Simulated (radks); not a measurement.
Results of a calculation; reference values are marked as such.
Species: Cs I. Configuration: [Xe] 6d1 (not the ground configuration). Level of theory: scalar-relativistic Kohn-Sham, PBE, spin-unpolarised, spherical densities, finite nucleus; Fermi nuclear charge, rms radius 4.8041 fm (a radial shooting solver on a logarithmic mesh with Libxc functionals).

Normalised radial functions P(r) = r R(r), r in bohr:

| r | 3d | 5s |
|---|---|---|
| 0.002146 | 0.0001 | 0.0527 |
| 0.002538 | 0.0001 | 0.0601 |
| 0.003003 | 0.0002 | 0.0681 |
| 0.003581 | 0.0003 | 0.0772 |
| 0.004236 | 0.0005 | 0.0864 |
| 0.005011 | 0.0008 | 0.0959 |
| 0.005975 | 0.0013 | 0.1059 |
| 0.007068 | 0.0020 | 0.1148 |
| 0.008361 | 0.0032 | 0.1226 |
| 0.00997 | 0.0052 | 0.1285 |
| 0.01179 | 0.0082 | 0.1308 |
| 0.01395 | 0.0129 | 0.1286 |
| 0.01664 | 0.0206 | 0.1197 |
| 0.01968 | 0.0320 | 0.1033 |
| 0.02328 | 0.0492 | 0.0778 |
| 0.02776 | 0.0765 | 0.0406 |
| 0.03284 | 0.1151 | -0.0047 |
| 0.03884 | 0.1706 | -0.0573 |
| 0.04632 | 0.2533 | -0.1154 |
| 0.05479 | 0.3620 | -0.1660 |
| 0.06481 | 0.5057 | -0.2017 |
| 0.07729 | 0.6979 | -0.2107 |
| 0.09143 | 0.9199 | -0.1813 |
| 0.1082 | 1.1711 | -0.1096 |
| 0.129 | 1.4450 | 0.0056 |
| 0.1526 | 1.6860 | 0.1344 |
| 0.1805 | 1.8686 | 0.2491 |
| 0.2152 | 1.9547 | 0.3109 |
| 0.2546 | 1.9063 | 0.2788 |
| 0.3011 | 1.7240 | 0.1458 |
| 0.3591 | 1.4154 | -0.0741 |
| 0.4248 | 1.0610 | -0.2960 |
| 0.5025 | 0.7125 | -0.4453 |
| 0.5992 | 0.4103 | -0.4464 |
| 0.7088 | 0.2087 | -0.2722 |
| 0.8384 | 0.0899 | 0.0349 |
| 0.9998 | 0.0303 | 0.4041 |
| 1.183 | 0.0085 | 0.6991 |
| 1.399 | 0.0019 | 0.8655 |
| 1.668 | 0.0003 | 0.8769 |
| 1.973 | 0.0000 | 0.7565 |
| 2.334 | 0.0000 | 0.5653 |
| 2.784 | 0.0000 | 0.3573 |
| 3.293 | 0.0000 | 0.1979 |
| 3.895 | 0.0000 | 0.0935 |
| 4.645 | 0.0000 | 0.0351 |
| 5.495 | 0.0000 | 0.0111 |
| 6.5 | 0.0000 | 0.0027 |
| 7.751 | 0.0000 | 0.0005 |
| 9.169 | 0.0000 | 0.0001 |
| 10.85 | 0.0000 | 0.0000 |
| 12.93 | 0.0000 | 0.0000 |
| 15.3 | 0.0000 | 0.0000 |
| 18.1 | 0.0000 | 0.0000 |
| 21.58 | 0.0000 | 0.0000 |
| 25.53 | 0.0000 | 0.0000 |
| 30.2 | 0.0000 | 0.0000 |
| 36.01 | 0.0000 | 0.0000 |
| 42.6 | 0.0000 | 0.0000 |

3d: eigenvalue -711.22 eV, 0 radial nodes, <r> = 0.274 bohr, 90 % of the charge inside 0.429 bohr. 5s: eigenvalue -29.580 eV, 4 radial nodes at r = 0.0323, 0.128, 0.340, 0.824 bohr, <r> = 1.74 bohr, 90 % of the charge inside 2.52 bohr.
